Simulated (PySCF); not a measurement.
Gas-phase XPS of (H2Ga-mu-F)2, computed

Compound: (H2Ga-mu-F)2.
Bonds: Ga1–F4, Ga1–F8, F4–Ga5, Ga5–F8. Hydrogens: H2, H3 on Ga1; H6, H7 on Ga5.

Method: PySCF 2.14.0, delta-SCF UKS SCAN, pcX-2 on the ionised atom, pcseg-1 elsewhere, spin-free X2C. Binding energies are ΔSCF values: E(core-ionised, relaxed orbitals) − E(ground state) at a fixed geometry, referred to the vacuum level.

What binding energy does each computed site have?

| atom(s) | bonded to | level | binding energy (eV) | count |
| --- | --- | --- | --- | --- |
| F4/F8 | 2 Ga | F 1s | 691.91 | 2 |

Which photon energy gives electrons from F 1s of F4/F8 a kinetic energy of 100 eV, and what is their de Broglie wavelength?

hν = 691.91 + 100 = 791.91 eV, recoil neglected; λ = 12.264 Å/√(E/eV) = 1.23 Å.

Atoms equivalent by their bonding share one computed value, that of the first of them. No level of gallium is listed. Isolated species at its PBE0-D3(BJ)/def2-SVP geometry (one conformer only).

On one thread, Intel Xeon 6975P-C (x86_64), no GPU, shared host, this took 3.1 s and 0.30 GiB of memory at its peak.
